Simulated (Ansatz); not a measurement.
C$_{3}$H$_{6}$Cl, charge -1, singlet, geometry from GFN2-xTB (a gas-phase anion, which may not be bound at this level); CCSD(T)/def2-SVP (Ansatz, a quantum-chemistry and plane-wave program).

Input for Ansatz:
Ansatz 0.2 input:
```yaml
crystal:
  periodic: [false, false, false]
  atoms:
    - {symbol: C, position_ang: [0.87874214, -0.57746196, 0.01178248]}
    - {symbol: C, position_ang: [2.36128716, -0.21090347, 0.01892378]}
    - {symbol: C, position_ang: [0.05260727, 0.70987802, 0.08469850]}
    - {symbol: H, position_ang: [0.66331677, -1.19415500, 0.89661526]}
    - {symbol: H, position_ang: [0.68416168, -1.22068093, -0.87379508]}
    - {symbol: H, position_ang: [2.99566787, -1.10167485, 0.03968092]}
    - {symbol: Cl, position_ang: [-1.73162036, 0.11908892, 0.00897987]}
    - {symbol: H, position_ang: [2.61173789, 0.36877995, -0.87023935]}
    - {symbol: H, position_ang: [2.58650261, 0.40082008, 0.89158272]}
    - {symbol: H, position_ang: [0.14033970, 1.19332350, -0.92893097]}
basis:
  gaussian:
    orbitals: def2-SVP
total_charge: -1
magnetization: {spin_polarized: false}
correlation: {method: ccsd_t}
accuracy: high
```

Task: What does Ansatz print? Leave out banner, timings and long lists.

Result: 
```
Functional definition: HF
2180 factors; integrals over basis functions are off by at most 4.0e-9 eV
mean field evaluation 1: about -15679.8870 eV, gradient 2.0e1 eV
mean field evaluation 2: about -15679.8935 eV, gradient 2.0e1 eV
mean field evaluation 4: about -15681.4119 eV, gradient 1.6e0 eV
mean field evaluation 8: about -15681.4254 eV, gradient 1.1e-3 eV
mean field evaluation 16: about -15681.4055 eV, gradient 1.6e0 eV
mean field -15681.42540239 eV, -576.2817542860 hartree, gradient 2.9e-8 eV, S^2 0.000000; 0 other end points of the search recorded, 0 dependent functions left out
8 core orbitals not correlated
reference -15681.42540239 eV, -576.2817542860 hartree; 13, 13 occupied and 69, 69 virtual orbitals, 2180 factors
second order -15.42828730 eV of doubles, -0.00000000 eV of singles
cycle   1  -16.38378622 eV  change   -9.6e-1 eV  update   8.2e-2
cycle   2  -16.79565482 eV  change   -4.1e-1 eV  update   2.4e-2
cycle   3  -16.86538066 eV  change   -7.0e-2 eV  update   1.1e-2
cycle   4  -16.86457774 eV  change    8.0e-4 eV  update   3.2e-3
cycle   5  -16.86438473 eV  change    1.9e-4 eV  update   1.5e-3
cycle   6  -16.86411366 eV  change    2.7e-4 eV  update   6.0e-4
cycle   7  -16.86396738 eV  change    1.5e-4 eV  update   2.8e-4
cycle   8  -16.86398304 eV  change   -1.6e-5 eV  update   1.1e-4
cycle   9  -16.86399321 eV  change   -1.0e-5 eV  update   4.5e-5
cycle  10  -16.86397829 eV  change    1.5e-5 eV  update   2.2e-5
cycle  11  -16.86399001 eV  change   -1.2e-5 eV  update   1.0e-5
cycle  12  -16.86399268 eV  change   -2.7e-6 eV  update   3.9e-6
cycle  13  -16.86399598 eV  change   -3.3e-6 eV  update   1.7e-6
cycle  14  -16.86399711 eV  change   -1.1e-6 eV  update   6.8e-7
cycle  15  -16.86399699 eV  change    1.2e-7 eV  update   2.4e-7
cycle  16  -16.86399689 eV  change    9.4e-8 eV  update   1.1e-7
cycle  17  -16.86399683 eV  change    6.3e-8 eV  update   5.5e-8
cycle  18  -16.86399685 eV  change   -2.3e-8 eV  update   3.5e-8
cycle  19  -16.86399685 eV  change    2.7e-9 eV  update   2.4e-8
cycle  20  -16.86399707 eV  change   -2.2e-7 eV  update   1.3e-7
cycle  21  -16.86399708 eV  change   -1.4e-8 eV  update   3.4e-8
cycle  22  -16.86399709 eV  change   -7.3e-9 eV  update   1.1e-8
cycle  23  -16.86399710 eV  change   -3.7e-9 eV  update   4.3e-9
cycle  24  -16.86399710 eV  change  -2.7e-10 eV  update   1.5e-9
perturbative correction -0.48274284 eV, -0.0177404723 hartree
Total energy: -15698.77214233 eV, -576.9192352207 hartree
```
